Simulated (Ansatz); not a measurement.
System: AlO2H2, charge 0, doublet. AlO2H2 (SMILES [Al]([OH])[OH], doublet).
B3LYP-D3(BJ)/def2-TZVP minimum from Ansatz (a first-principles code):
```xyz
5

Al     0.0795    -0.5089    -0.0126
O      1.0953     0.4653    -0.9725
H      1.0612     1.4216    -1.0460
O     -1.1776     0.0617     0.9855
H     -1.4361     0.9782     1.1053
```
Charge 0, spin multiplicity 2.

Total energies in hartree (Ansatz). UHF or UKS for unpaired electrons; spin-orbit terms are left out. Correlated methods leave the cores frozen. No relativity. Where a partner has so few electrons that a lower coupled-cluster level is exact, that level stands in. The spin of H2AlO2 ([OH][Al][OH], doublet) was assumed, and the state is the lowest solution found for it.

```tsv
species	HF/cc-pV(T+d)Z	CCSD(T)/cc-pV(T+d)Z	HF/cc-pV(Q+d)Z	CCSD(T)/cc-pV(Q+d)Z	CCSD(T)/cc-pV(D+d)Z	CCSDT(Q)/cc-pV(D+d)Z
1: AlO2H2 (SMILES [OH][Al][OH], doublet)	-392.96808	-393.53709	-392.98497	-393.59607	-393.34110	-393.34303
2: Al (doublet)	-241.87908	-241.93131	-241.88044	-241.93374	-241.92191	-241.92229
3: O (triplet)	-74.81176	-74.97396	-74.81729	-74.99357	-74.90995	-74.91013
4: H (doublet)	-0.49981	-0.49981	-0.49995	-0.49995	-0.49928	-0.49928
```

Task: Work out the atomisation energy (electronic, to ground-state atoms) in kJ/mol: take Hartree-Fock from cc-pV(Q+d)Z, extrapolate the CCSD(T) correlation energy as X^-3 (X = 3, 4), and add CCSDT(Q) - CCSD(T) in cc-pV(D+d)Z. 1 hartree = 2625.5 kJ/mol.

Result: 
Species 1: correlation (64·(-0.61110) - 27·(-0.56901))/37 = -0.64181; step -0.00193; E1 = -392.98497 + (-0.64181) + (-0.00193) = -393.62871
Species 2: correlation (64·(-0.05330) - 27·(-0.05223))/37 = -0.05408; step -0.00038; E2 = -241.88044 + (-0.05408) + (-0.00038) = -241.93490
Species 3: correlation (64·(-0.17628) - 27·(-0.16220))/37 = -0.18655; step -0.00018; E3 = -74.81729 + (-0.18655) + (-0.00018) = -75.00402
Species 4: correlation (64·(0.00000) - 27·(0.00000))/37 = 0.00000; step +0.00000; E4 = -0.49995 + (0.00000) + (+0.00000) = -0.49995
-1·E1 +1·E2 +2·E3 +2·E4 = 0.68587 hartree = 1800.8 kJ/mol.
